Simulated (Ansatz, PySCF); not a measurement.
Gas-phase reaction (SMILES): NBN + B (BH3) → 2 BN (BNH4); bond separation energy.

Geometries: B3LYP-D3(BJ)/def2-TZVP minima from Ansatz (a quantum-chemistry and plane-wave program), one conformer each, not searched for the lowest. Cores are frozen in the correlated levels unless marked. Spin-orbit coupling is left out. No relativistic terms. CBS(X,Y): correlation extrapolated as X^-3; Hartree-Fock from the larger set. Thermal terms are rigid-rotor harmonic-oscillator values from B3LYP-D3(BJ) frequencies (Ansatz or PySCF) at 298.15 K and 1 atm. 1 Eh = 627.5095 kcal/mol.

```json
[
 {"species": "NBN", "E, CCSD(T)/CBS(cc-pVTZ,cc-pVQZ) (Ansatz) (Eh)": "-137.28416", "E, PBE0-D4/def2-TZVPD (Ansatz + dftd4) (Eh)": "-137.33898", "H - E (Eh)": "0.07172", "G - E (Eh)": "0.04195"},
 {"species": "B (BH3)", "E, CCSD(T)/CBS(cc-pVTZ,cc-pVQZ) (Ansatz) (Eh)": "-26.54901", "E, PBE0-D4/def2-TZVPD (Ansatz + dftd4) (Eh)": "-26.56634", "H - E (Eh)": "0.03008", "G - E (Eh)": "0.00872"},
 {"species": "BN (BNH4)", "E, CCSD(T)/CBS(cc-pVTZ,cc-pVQZ) (Ansatz) (Eh)": "-81.92865", "E, PBE0-D4/def2-TZVPD (Ansatz + dftd4) (Eh)": "-81.96494", "H - E (Eh)": "0.05211", "G - E (Eh)": "0.02622"}
]
```

**Question.** Work out ΔE and ΔH, ΔG, ΔS and the equilibrium constant at 298.15 K at the first level, then ΔH at the second.

**Answer.** 
1. ΔE = [2×(-81.92865)] - [(-137.28416) + (-26.54901)] = -0.02413 Eh = -15.1 kcal/mol at CCSD(T)/CBS(cc-pVTZ,cc-pVQZ).
2. The terms H - E add up to 0.00242 Eh, so ΔH = (-0.02413 + (0.00242))×627.5095 = -13.6 kcal/mol.
3. The terms G - E add up to 0.00177 Eh, so ΔG = -14.0 kcal/mol, and ΔS = (0.00242 - (0.00177))×627509.5/298.15 = 1.4 cal/(mol K).
4. log10 K = -ΔG/(RT ln 10) = 10.3, with RT ln 10 = 1.3642 kcal/mol.
5. At PBE0-D4/def2-TZVPD the same steps give ΔE = -15.4 and ΔH = -13.9 kcal/mol, a shift of -0.3 from the first level.
6. These values are not checked against measurement here, since the tables used lack a sound gas-phase enthalpy of formation for at least one species.
